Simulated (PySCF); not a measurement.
A geometry optimisation, step by step.

Species: C2H4ClGeN.
Atom-mapped SMILES: `[N:1]#[C:2][CH2:3][GeH2:4][Cl:5]` (hydrogens: H6, H7 on C3; H8, H9 on Ge4)

Method: PySCF, PBE0-D3(BJ)/def2-SVP geometry optimisation, gas phase; density fitting, grid level 1; the optimiser is geomeTRIC in internal coordinates, started from a GFN2-xTB structure with every atom displaced at random (about 0.01 Å). The frame can shift and turn from step to step; on so coarse a grid that alone can change the energy by a few meV, and forces under 0.02 eV/Å are noise.

Step 0: E = -72641.2836 eV, largest atomic force 6.085 eV/Å
```
atom  x, y, z in Å  |  force x, y, z in eV/Å
N1     -1.512    2.195   -0.177   -1.377   5.905  -0.509
C2     -1.263    1.111   -0.082    1.131  -4.990   0.369
C3     -0.894   -0.259    0.046    1.707   0.044   0.403
Ge4     1.160   -0.401    0.127   -1.775  -0.246   1.054
Cl5     1.902    0.167   -1.733    0.448   0.415  -1.202
H6     -1.321   -0.660    0.962   -0.094  -0.347   0.369
H7     -1.238   -0.823   -0.802   -0.262  -0.554  -0.645
H8      1.525   -1.837    0.398    0.124  -0.571   0.000
H9      1.697    0.490    1.227    0.097   0.344   0.161
```

Step 1: E = -72641.5266 eV, largest atomic force 0.607 eV/Å
```
atom  x, y, z in Å  |  force x, y, z in eV/Å
N1     -1.038    2.621   -1.432    0.151  -0.559   0.045
C2     -0.805    1.486   -1.339   -0.051   0.603  -0.044
C3     -0.511    0.077   -1.218   -0.174  -0.403  -0.156
Ge4     1.402   -0.379   -1.290    0.329   0.307  -0.365
Cl5     2.096    0.191   -3.289   -0.210  -0.178   0.534
H6     -0.925   -0.314   -0.272    0.031   0.023  -0.073
H7     -0.985   -0.477   -2.049   -0.052   0.089   0.121
H8      1.630   -1.895   -1.113   -0.104   0.175  -0.044
H9      2.157    0.480   -0.268    0.080  -0.057  -0.020
```

Step 2: E = -72641.5503 eV, largest atomic force 0.309 eV/Å
```
atom  x, y, z in Å  |  force x, y, z in eV/Å
N1     -1.013    2.610   -1.430    0.057  -0.104   0.004
C2     -0.799    1.474   -1.341   -0.044   0.163   0.007
C3     -0.518    0.062   -1.225   -0.041  -0.164  -0.038
Ge4     1.406   -0.357   -1.285    0.116   0.191  -0.214
Cl5     2.079    0.195   -3.272   -0.077  -0.054   0.216
H6     -0.929   -0.329   -0.280    0.002   0.016   0.004
H7     -1.002   -0.484   -2.050    0.010   0.015   0.020
H8      1.614   -1.866   -1.120   -0.018  -0.041   0.012
H9      2.185    0.485   -0.268   -0.004  -0.021  -0.011
```

Step 3: E = -72641.5530 eV, largest atomic force 0.059 eV/Å
```
atom  x, y, z in Å  |  force x, y, z in eV/Å
N1     -0.992    2.605   -1.428    0.016   0.053  -0.005
C2     -0.795    1.467   -1.340   -0.031  -0.049   0.008
C3     -0.523    0.052   -1.227   -0.011  -0.015   0.020
Ge4     1.406   -0.346   -1.287    0.019   0.000  -0.054
Cl5     2.066    0.207   -3.263    0.001   0.004   0.012
H6     -0.931   -0.339   -0.281   -0.001   0.009   0.005
H7     -1.006   -0.494   -2.052    0.008   0.000  -0.011
H8      1.613   -1.857   -1.122    0.006  -0.005   0.011
H9      2.184    0.493   -0.270   -0.007   0.003   0.013
```

Step 4: E = -72641.5532 eV, largest atomic force 0.037 eV/Å
```
atom  x, y, z in Å  |  force x, y, z in eV/Å
N1     -0.986    2.603   -1.427    0.009   0.028  -0.001
C2     -0.797    1.464   -1.339   -0.018  -0.033   0.002
C3     -0.525    0.048   -1.227    0.006   0.002   0.012
Ge4     1.407   -0.344   -1.290   -0.007  -0.006  -0.008
Cl5     2.066    0.215   -3.262    0.006   0.006  -0.009
H6     -0.933   -0.342   -0.280    0.002   0.001   0.000
H7     -1.007   -0.497   -2.053    0.002   0.000  -0.006
H8      1.618   -1.855   -1.124    0.006   0.001   0.003
H9      2.179    0.497   -0.269   -0.006   0.002   0.007
```

Step 5: E = -72641.5532 eV, largest atomic force under 0.02 eV/Å
```
atom  x, y, z in Å  |  force x, y, z in eV/Å
N1     -0.981    2.600   -1.426    0.001  -0.005   0.002
C2     -0.798    1.460   -1.338   -0.005   0.002  -0.002
C3     -0.527    0.043   -1.227    0.003   0.006  -0.004
Ge4     1.406   -0.341   -1.292   -0.004  -0.003   0.017
Cl5     2.066    0.225   -3.262    0.004   0.003  -0.009
H6     -0.933   -0.347   -0.280    0.001  -0.004  -0.002
H7     -1.008   -0.501   -2.054   -0.003  -0.001   0.002
H8      1.626   -1.851   -1.125    0.003   0.002  -0.004
H9      2.170    0.502   -0.267   -0.001   0.000   0.001
```

Task: Summarise the path.

Result: The energy falls by 0.2696 eV from step 0 to step 5; nine tenths of that is first reached at step 1. It falls at every step. The largest force goes from 6.085 to under 0.02 eV/Å. Among the bonds C3–Ge4 changes most, from 2.061 to 1.972 Å; the atoms move by 0.053 Å rms after alignment.

The cost below is that of the whole optimisation. The run took 32 s wall on Arm Neoverse V1, one thread, no GPU, shared host with 32 logical CPUs at a one-minute load of 21, and the process peaked at 0.48 GiB of memory.
